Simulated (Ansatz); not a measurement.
The cluster K7H8. Total charge 0; doublet. Geometry PBE0-D4/def2-SVP; atoms count from 1.

```xyz
15

K    -0.1299    5.1867    2.0939
K     1.4996    2.3174    0.1128
K    -0.1031   -2.3790   -0.9651
K    -3.3351   -4.1661   -0.1043
K    -1.7206   -6.9639   -2.4742
K     2.9164    7.0520    1.0599
K    -1.6650    0.4476    1.0686
H     0.5992   -0.0273   -0.3520
H     1.1715   -4.9247   -1.8703
H    -2.3898   -1.9313    0.4495
H     1.9300   -4.9113   -1.9892
H     2.2585    4.6985    0.5790
H    -1.1756   -4.6725   -1.4934
H     0.8985    7.4936    2.3563
H    -0.7546    2.7801    1.5285
```

In the doublet, H9 and H11 lie 0.77 Å apart (atoms count from 1), so H2 has formed as a molecule. The structure comes from a short search, and lower isomers may exist.

**Question.** Estimate the Mulliken populations from the PBE0/def2-TZVP orbitals of Ansatz.

**Answer.** 
```tsv
atom	charge (e)	spin (α − β)
K1	0.57	0.00
K2	0.57	0.00
K3	0.65	0.00
K4	0.41	0.23
K5	0.09	0.74
K6	0.43	0.00
K7	0.61	0.00
H8	-0.57	0.00
H9	-0.01	0.00
H10	-0.58	0.00
H11	-0.01	0.00
H12	-0.56	0.00
H13	-0.60	0.04
H14	-0.43	0.00
H15	-0.58	0.00
```
Mulliken values and Mayer orders depend strongly on the basis.

**Question.** Where does the spin sit?

**Answer.** Summed by element: K 0.96, H 0.04, of 1 unpaired in all. Largest on single atoms: K5 0.74, K4 0.23, H13 0.04.

**Question.** And the Mayer bond orders between bonded heavy atoms (over 0.3)?

**Answer.** K4–K5 0.40 (4.01 Å).
